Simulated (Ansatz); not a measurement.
Reactions of CH$_{7}$B$_{2}$ClSi (`BC([SiH3])BCl`).

Isolated molecules relaxed with PBE0-D4/def2-TZVP in Ansatz; ΔE leaves out vibrations. CCSD(T)/CBS is the MP2 limit (def2-TZVPP, def2-QZVPP) plus CCSD(T) − MP2 in def2-TZVPP, frozen cores. This one scheme is used for every species. Functionals use def2-TZVPP. Each species was taken in one conformer, which may not be the lowest.

```tsv
reaction	r2SCAN-D4 (kJ/mol)
`BC([SiH3])BCl` + CH₃OH → `BC([SiH3])OC` + `BCl`	137
`BC([SiH3])BCl` + `CO[SiH2]S` → `BO[SiH2]S` + `CC([SiH3])BCl`	-143
`BC([SiH3])BCl` + H₂S → `SBCl` + `BC[SiH3]`	-49
`BC([SiH3])BCl` + CH₃NH₂ → `CN[SiH3]` + `BCBCl`	-13
```

(1) Give the CCSD(T)/CBS values in the same order. (An estimate is asked.)

Largest T1 diagnostic: 0.013, for `BC([SiH3])OC`.

Answers

(1) The calculation gave: 144, -150, -44, -15 kJ/mol.
